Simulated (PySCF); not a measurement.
## Ionisation energy of Pd³²⁺ by level of theory

Pd³²⁺ [Ne] 3s2 3p2 (3P) → Pd³³⁺ [Ne] 3s2 3p1 (2P), as a difference of total energies. All numbers are calculated (PySCF 2.14, scalar relativity by spin-free X2C-1e, in an even-tempered Gaussian basis (18 s from 4.7 bohr⁻², ratio 2.5; 12 p from 6.1 bohr⁻², ratio 2.5; 5 d from 26 bohr⁻², ratio 2.7; 4 f from 38 bohr⁻², ratio 2.7)). Correlated levels: outer shells: 1s2 frozen; virtual orbitals above 40 to 60 times the deepest correlated orbital energy dropped. The calculations carry no spin-orbit coupling.

```
                method  ionisation energy (eV)
                   UHF                  1940.0
    MP2 (outer shells)                  1940.5
SCS-MP2 (outer shells)                  1940.3
   CCSD (outer shells)                  1940.4
CCSD(T) (outer shells)                  1940.4
```

Spin-orbit coupling is strong in these open shells (close to jj coupling). The scalar numbers leave it out and a first-order estimate fails, so it can dominate the gap to the real levels.

Breit and QED terms and the two-electron picture change are absent.

For comparison: 1962 ± 4 eV (semi-empirical (NIST evaluation); NIST Atomic Spectra Database, ionization energies).
